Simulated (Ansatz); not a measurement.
`[SiH3][Si]1([SiH3])BC1` + `CB(C)N` → `CB(C)N[SiH3]` + `[SiH3][SiH]1BC1`  (cleavage of the Si–Si bond)

Computed with Ansatz on PBE0-D4/def2-TZVP structures; ΔE is electronic, products minus reactants. CCSD(T)/CBS adds triple-zeta CCSD(T) − MP2 to the extrapolated MP2 energy (def2 sets, frozen cores). Each species was taken in one conformer, which may not be the lowest.

```
                 species  CCSD(T)/CBS(def2) energy (Eh)
`[SiH3][Si]1([SiH3])BC1`                     -935.42596
                `CB(C)N`                     -160.48988
          `CB(C)N[SiH3]`                     -450.78486
       `[SiH3][SiH]1BC1`                     -645.13977
```

Task: Work out ΔE.

Result: ΔE = (-450.78486) + (-645.13977) − (-935.42596) − (-160.48988) = -0.00879 Eh = -0.24 eV.

Largest T1 diagnostic among the species: 0.015.

From PBE to PBE0 (25 % exact exchange), in def2-TZVPP and without D4, ΔE moves by −0.07 eV. In def2-TZVPP, CCSD(T) changes the Hartree–Fock value by +0.17 eV (the triples alone add +0.03 eV) and MP2 by +0.13 eV.
